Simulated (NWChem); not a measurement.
A series in which one site is exchanged, each optimised at PBE0/def2-SVP with NWChem, gas phase unless a solvent is named. All stand in one matching conformer (torsions within 35°), which need not be the lowest. For some, no frequency run checked for a minimum. def2 effective core potentials on Te, I; no spin-orbit coupling.

A: [NH2][Zn][I] (ZnNH2I; site = Zn)
B: N[Te]I (NH2TeI; site = Te)
C: [NH2][Be][I] (BeNH2I; site = Be)
D: N[Se]I (NH$_{2}$SeI; site = Se)

```
quantity                                                A  B     C     D
---------------------------------------------------  ----  -  ----  ----
dipole (D), PBE0/def2-SVP                            2.25  …  2.42  2.27
orbital gap (eV), PBE0/def2-SVP                      5.94  …  7.14  4.08
vertical ionisation energy, ΔSCF, PBE/def2-SVP (eV)  8.62  …  9.05  8.29
```

**Question.** Complete the blanks.

**Answer.** 
- dipole (D), PBE0/def2-SVP, B: 1.84
- orbital gap (eV), PBE0/def2-SVP, B: 3.72
- vertical ionisation energy, ΔSCF, PBE/def2-SVP (eV), B: 7.96
